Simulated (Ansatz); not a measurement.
SnH3(NHEt) (C2H9NSn). Total charge 0; singlet. Geometry PBE-D4/def2-SVP.

```csv
atom,x (Å),y (Å),z (Å)
Sn1,1.2520,0.7945,1.4323
H2,2.7491,1.6492,1.3282
H3,-0.0081,1.8817,1.9511
H4,1.3358,-0.5489,2.5151
N5,0.9997,-0.0667,-0.4351
C6,-0.1583,-0.9143,-0.6960
C7,-1.5116,-0.2044,-0.8213
H8,1.1248,0.6253,-1.1856
H9,0.0320,-1.4938,-1.6307
H10,-0.2168,-1.6792,0.1111
H11,-1.7782,0.3288,0.1160
H12,-2.3293,-0.9210,-1.0475
H13,-1.4911,0.5487,-1.6376
```

In the def2 sets Sn takes a core potential; there is no spin–orbit coupling. B3LYP takes the VWN-RPA correlation.

Estimate the orbital energies around the gap (eV) in Ansatz with r2SCAN-D4/def2-TZVP, B3LYP-D4/def2-TZVP, PBE0-D4/def2-SVP, PBE0-D4/def2-TZVP, r2SCAN0-D4/def2-TZVP.


```csv
orbital,r2SCAN-D4/def2-TZVP,B3LYP-D4/def2-TZVP,PBE0-D4/def2-SVP,PBE0-D4/def2-TZVP,r2SCAN0-D4/def2-TZVP
HOMO−5,-9.34,-10.23,-10.41,-10.45,-10.68
HOMO−4,-8.92,-9.81,-9.97,-10.01,-10.22
HOMO−3,-8.18,-8.93,-9.07,-9.12,-9.33
HOMO−2,-8.14,-8.89,-9.03,-9.08,-9.29
HOMO−1,-7.72,-8.54,-8.68,-8.73,-8.91
HOMO,-5.43,-6.28,-6.34,-6.50,-6.68
LUMO,-0.57,-0.39,0.24,-0.13,0.11
LUMO+1,-0.07,0.15,0.87,0.49,0.69
LUMO+2,0.60,0.67,1.27,0.92,1.20
LUMO+3,1.08,1.11,1.78,1.34,1.65
LUMO+4,1.61,1.31,2.30,1.63,2.15
LUMO+5,2.17,1.90,3.11,2.21,2.73
```
